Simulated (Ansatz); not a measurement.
Basis-set series for C3AlN3O3 (`O=C=[N][Al]([N]=C=O)[N]=C=O`). The species carries charge 0 and has multiplicity 1. The geometry is a stationary point of PBE0-D4/def2-TZVP. It is one conformer, not always the lowest.

```csv
functional,basis,functions,energy (Eh),HOMO (eV),LUMO (eV)
PBE0-D4,def2-SVP,144,-745.75841,-8.71,-1.43
PBE0-D4,def2-QZVPP,583,-746.45694,-8.88,-1.56
ωB97M-V,def2-SVP,144,-746.27522,-10.87,0.39
ωB97M-V,def2-QZVPP,583,-746.98386,-11.09,0.08
```

Q: Give the rows for def2-TZVPP. (Best estimate.)

A: Ansatz gave: 
```
functional       basis  functions  energy (Eh)  HOMO (eV)  LUMO (eV)
   PBE0-D4  def2-TZVPP        321   -746.42377      -8.85      -1.53
   ωB97M-V  def2-TZVPP        321   -746.95359     -11.05       0.22
```

Positive LUMOs are unbound and depend on the basis.
